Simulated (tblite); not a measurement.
C5H7F2S (doublet state).
Cartesian coordinates in Å at the GFN2-xTB level; atoms count from 1:
```
atom  x, y, z in Å
C1    -2.126    1.592    0.115
S2    -0.450    1.482   -0.104
C3    -0.073   -0.244   -0.057
C4    -1.210   -1.204    0.013
C5     1.204   -0.645   -0.084
C6     2.389    0.256   -0.145
F7     3.157   -0.030   -1.232
F8     3.202    0.060    0.931
H9    -2.522    2.580   -0.006
H10   -2.665    0.874    0.696
H11   -0.854   -2.217   -0.156
H12   -1.682   -1.168    0.995
H13   -1.960   -0.959   -0.737
H14    1.445   -1.697   -0.066
H15    2.140    1.326   -0.184
```

The geometry is computed with GFN2-xTB (gas phase). This method treats the open shell by occupation alone, without spin polarisation.

Take the most abundant isotopes and a rigid rotor. The values belong to one conformer with, in the numbering `[CH2:1][S:2]/[C:3]([CH3:4])=[CH:5]\[CH:6]([F:7])[F:8]`, H–C1–S2–C3 -173° and 31°, C1–S2–C3–C4 6°, C3–C5–C6–F7 -123°.

Q: Give the principal moments of inertia and the rotational constants in MHz.

A: Ia = 160.26, Ib = 563.51, Ic = 630.39 u·Å²; 505379 MHz·u·Å²/I gives A = 3153, B = 896.8, C = 801.7 MHz.

Q: Classify the top.

A: A near-prolate asymmetric top. Ray's parameter κ = (2B − A − C)/(A − C) = -0.919; −1 is the prolate and +1 the oblate limit.

Q: Is it planar, by Δ = Ic − Ia − Ib?

A: Not planar: Δ = Ic − Ia − Ib = -93.38 u·Å². For a rigid frame Δ = −2 Σ m c², so Σ m c² = 46.69 u·Å² lies off the ab plane: 1.97 from hydrogen and 44.72 from heavier atoms. The atom farthest from that plane is 1.11 Å away.

Q: List the rotational levels J(Ka,Kc) to J = 2 (cm⁻¹).

A: Above 0(0,0):
J = 1: 1(0,1) 0.0567, 1(1,1) 0.1319, 1(1,0) 0.1351
J = 2: 2(0,2) 0.1699, 2(1,2) 0.2421, 2(1,1) 0.2516, 2(2,1) 0.4774, 2(2,0) 0.4775

Q: Estimate the classical rotational partition function at 10 K, 200 K and 500 K.

A: Point group C1, symmetry number σ = 1; q = (√π/σ)·√((kT/h)³/(ABC)), k/h = 20836.6 MHz/K: 3540 at 10 K, 317000 at 200 K, 1250000 at 500 K.

For this open shell read J as N, the rotation without spin; fine and hyperfine splittings come on top. Its lowest GFN2-xTB frequency is 8i cm⁻¹, too small to tell a flat minimum from a shallow saddle. No vibrational averaging or centrifugal distortion is included, and the geometry carries the error of its method.

Hardware: Arm Neoverse V1, one thread (shared host). Cost: 0.85 s. This is the geometry optimisation.
